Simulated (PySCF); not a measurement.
C₄H₁₀N, SMILES [CH2]CNCC, multiplicity 2.

Geometry: PBE0-D3(BJ)/def2-SVP. The isomer is the one that the SMILES or the coordinates give; other isomers of the formula were not compared. The values are those of a single conformer.

Computed with PBE0-D3(BJ)/def2-SVP (PySCF).

Frequencies are harmonic and unscaled.

```json
[
 {"mode": "1", "ν (cm⁻¹)": "82", "IR (km/mol)": "0.4", "moving atoms (share of kinetic energy)": "C 49 %, H 43 %"},
 {"mode": "2", "ν (cm⁻¹)": "115", "IR (km/mol)": "0.9", "moving atoms (share of kinetic energy)": "H 84 %, C 12 %"},
 {"mode": "3", "ν (cm⁻¹)": "147", "IR (km/mol)": "0.6", "moving atoms (share of kinetic energy)": "H 55 %, C 32 %, N 14 %"},
 {"mode": "4", "ν (cm⁻¹)": "261", "IR (km/mol)": "1.0", "moving atoms (share of kinetic energy)": "H 67 %, C 24 %, N 9 %"},
 {"mode": "5", "ν (cm⁻¹)": "280", "IR (km/mol)": "3.0", "moving atoms (share of kinetic energy)": "H 65 %, C 20 %, N 15 %"},
 {"mode": "6", "ν (cm⁻¹)": "367", "IR (km/mol)": "1.2", "moving atoms (share of kinetic energy)": "C 50 %, H 39 %, N 11 %"},
 {"mode": "7", "ν (cm⁻¹)": "449", "IR (km/mol)": "37.4", "moving atoms (share of kinetic energy)": "H 74 %, C 24 %"},
 {"mode": "8", "ν (cm⁻¹)": "510", "IR (km/mol)": "12.9", "moving atoms (share of kinetic energy)": "C 42 %, H 42 %, N 16 %"},
 {"mode": "9", "ν (cm⁻¹)": "749", "IR (km/mol)": "97.0", "moving atoms (share of kinetic energy)": "H 79 %, N 16 %"},
 {"mode": "10", "ν (cm⁻¹)": "806", "IR (km/mol)": "8.3", "moving atoms (share of kinetic energy)": "H 63 %, C 29 %"},
 {"mode": "11", "ν (cm⁻¹)": "816", "IR (km/mol)": "1.4", "moving atoms (share of kinetic energy)": "H 83 %, C 12 %"},
 {"mode": "12", "ν (cm⁻¹)": "938", "IR (km/mol)": "5.9", "moving atoms (share of kinetic energy)": "H 66 %, C 25 %, N 9 %"},
 {"mode": "13", "ν (cm⁻¹)": "969", "IR (km/mol)": "2.7", "moving atoms (share of kinetic energy)": "H 48 %, C 43 %, N 9 %"},
 {"mode": "14", "ν (cm⁻¹)": "1084", "IR (km/mol)": "3.4", "moving atoms (share of kinetic energy)": "C 56 %, H 40 %"},
 {"mode": "15", "ν (cm⁻¹)": "1093", "IR (km/mol)": "1.0", "moving atoms (share of kinetic energy)": "C 61 %, H 39 %"},
 {"mode": "16", "ν (cm⁻¹)": "1135", "IR (km/mol)": "3.6", "moving atoms (share of kinetic energy)": "H 59 %, C 33 %"},
 {"mode": "17", "ν (cm⁻¹)": "1145", "IR (km/mol)": "10.5", "moving atoms (share of kinetic energy)": "H 62 %, C 32 %"},
 {"mode": "18", "ν (cm⁻¹)": "1219", "IR (km/mol)": "38.5", "moving atoms (share of kinetic energy)": "N 36 %, H 35 %, C 29 %"},
 {"mode": "19", "ν (cm⁻¹)": "1261", "IR (km/mol)": "3.1", "moving atoms (share of kinetic energy)": "H 69 %, C 24 %"},
 {"mode": "20", "ν (cm⁻¹)": "1308", "IR (km/mol)": "10.9", "moving atoms (share of kinetic energy)": "H 80 %, N 10 %, C 9 %"},
 {"mode": "21", "ν (cm⁻¹)": "1356", "IR (km/mol)": "9.8", "moving atoms (share of kinetic energy)": "H 76 %, C 21 %"},
 {"mode": "22", "ν (cm⁻¹)": "1370", "IR (km/mol)": "1.7", "moving atoms (share of kinetic energy)": "H 77 %, C 23 %"},
 {"mode": "23", "ν (cm⁻¹)": "1408", "IR (km/mol)": "10.5", "moving atoms (share of kinetic energy)": "H 69 %, C 30 %"},
 {"mode": "24", "ν (cm⁻¹)": "1427", "IR (km/mol)": "8.7", "moving atoms (share of kinetic energy)": "H 89 %, C 11 %"},
 {"mode": "25", "ν (cm⁻¹)": "1435", "IR (km/mol)": "8.1", "moving atoms (share of kinetic energy)": "H 79 %, C 21 %"},
 {"mode": "26", "ν (cm⁻¹)": "1457", "IR (km/mol)": "8.9", "moving atoms (share of kinetic energy)": "H 95 %"},
 {"mode": "27", "ν (cm⁻¹)": "1473", "IR (km/mol)": "5.3", "moving atoms (share of kinetic energy)": "H 97 %"},
 {"mode": "28", "ν (cm⁻¹)": "1495", "IR (km/mol)": "9.7", "moving atoms (share of kinetic energy)": "H 82 %, C 10 %"},
 {"mode": "29", "ν (cm⁻¹)": "1507", "IR (km/mol)": "24.8", "moving atoms (share of kinetic energy)": "H 83 %, C 10 %"},
 {"mode": "30", "ν (cm⁻¹)": "2946", "IR (km/mol)": "83.3", "moving atoms (share of kinetic energy)": "H 93 %"},
 {"mode": "31", "ν (cm⁻¹)": "2976", "IR (km/mol)": "30.1", "moving atoms (share of kinetic energy)": "H 94 %"},
 {"mode": "32", "ν (cm⁻¹)": "3042", "IR (km/mol)": "31.4", "moving atoms (share of kinetic energy)": "H 92 %, C 8 %"},
 {"mode": "33", "ν (cm⁻¹)": "3053", "IR (km/mol)": "16.8", "moving atoms (share of kinetic energy)": "H 97 %"},
 {"mode": "34", "ν (cm⁻¹)": "3061", "IR (km/mol)": "28.9", "moving atoms (share of kinetic energy)": "H 92 %, C 8 %"},
 {"mode": "35", "ν (cm⁻¹)": "3143", "IR (km/mol)": "26.1", "moving atoms (share of kinetic energy)": "H 91 %, C 9 %"},
 {"mode": "36", "ν (cm⁻¹)": "3162", "IR (km/mol)": "7.1", "moving atoms (share of kinetic energy)": "H 95 %"},
 {"mode": "37", "ν (cm⁻¹)": "3165", "IR (km/mol)": "17.1", "moving atoms (share of kinetic energy)": "H 90 %, C 10 %"},
 {"mode": "38", "ν (cm⁻¹)": "3279", "IR (km/mol)": "9.3", "moving atoms (share of kinetic energy)": "H 89 %, C 11 %"},
 {"mode": "39", "ν (cm⁻¹)": "3554", "IR (km/mol)": "0.6", "moving atoms (share of kinetic energy)": "H 93 %"}
]
```
